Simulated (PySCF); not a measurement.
## MO cations for M along group 13

PBE0 with double-zeta basis sets in PySCF, for the lowest determinant that a PBE0 search found; no spin–orbit coupling. De refers to high-spin ground-configuration atoms (the charge goes to the atom of lower measured ionisation energy or higher electron affinity, which is not always the lowest computed limit). A positive dipole points towards O; it is taken about the centre of mass and depends on that origin.

```json
{"M": "B", "basis": "x2c-SVPall", "charged atom": "B+", "state (unpaired electrons)": "singlet (closed shell)", "Re (Å)": "1.186", "ωe (cm⁻¹)": "2011", "De (eV)": "4.18", "μ (D)": "-5.94"}
{"M": "Al", "basis": "def2-SVPD", "charged atom": "Al+", "state (unpaired electrons)": "triplet (σ ↑, π ↑)", "Re (Å)": "1.762", "ωe (cm⁻¹)": "739", "De (eV)": "1.32", "μ (D)": "-4.72"}
{"M": "In", "basis": "def2-SVP", "charged atom": "In+", "state (unpaired electrons)": "triplet (π ↑↑)", "Re (Å)": "2.893", "ωe (cm⁻¹)": "142", "De (eV)": "0.32", "μ (D)": "-0.38"}
{"M": "Tl", "basis": "cc-pVDZ-PP/cc-pVDZ", "charged atom": "Tl+", "state (unpaired electrons)": "triplet (π ↑↑)", "Re (Å)": "2.950", "ωe (cm⁻¹)": "136", "De (eV)": "n/a", "μ (D)": "0.14"}
```

The shortest bond is that of BO⁺ (1.186 Å), the longest that of TlO⁺ (2.950 Å).

The rows differ in basis set, which adds steps of its own.

The state changes along the series, so neighbouring rows are not always alike in their bonding.

Weak bonds: InO⁺. Basis-set superposition, not corrected here, can be much of De in a small basis, most of all at correlated wavefunction levels. Spin–orbit coupling is left out, which matters for elements this heavy, above all for dissociation energies. For an ion De counts to the pair picked by the measured ionisation energies or electron affinities, which need not be the lowest pair at this level. States were picked by a PBE0 search and need not be the measured ground states.
